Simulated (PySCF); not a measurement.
**Dipole response of Kr (krypton, neutral)**

[Kr], closed-shell 1S. All numbers are calculated (PySCF 2.14, a scalar-relativistic core potential, in aug-cc-pVTZ-PP with ECP10MDF (6s5p4d2f, 55 functions)). Coupled (time-dependent) response in atomic units; α is the mean over directions.

```csv
method,mean α (bohr³),C₆ (like pair),S(−4)
UHF,16.26,124.7,49.20
PBE,17.91,140.4,65.85
PBE0,17.21,133.7,58.26
M06-2X,17.18,131.7,58.93
M06-L,17.43,138.7,57.88
```

S(−4) is the Cauchy moment in α(ω) = α(0) + S(−4) ω² + …

Reference α: 16.78 ± 0.02 bohr³ (recommended; Schwerdtfeger and Nagle, table of static dipole polarizabilities (2023 update)). Published C₆: 130.0 (Chu and Dalgarno (2004); Tang, Norbeck and Certain (1976)).

α(iu) at UHF:

```csv
u (hartree),α(iu) (bohr³)
0,16.26
0.0500,16.14
0.100,15.79
0.200,14.56
0.300,12.95
0.500,9.761
0.750,6.766
1.00,4.822
1.50,2.723
2.00,1.727
3.00,0.8710
5.00,0.3558
```

A single London oscillator, α(iu) = α/(1 + u²/ω²), gives C₆ = (3/4) ω α². Matching the computed C₆ needs ω = 4 × 124.7 / (3 × 16.26²) = 0.629 hartree.

Energies and moments cover only the electrons outside the core potential.
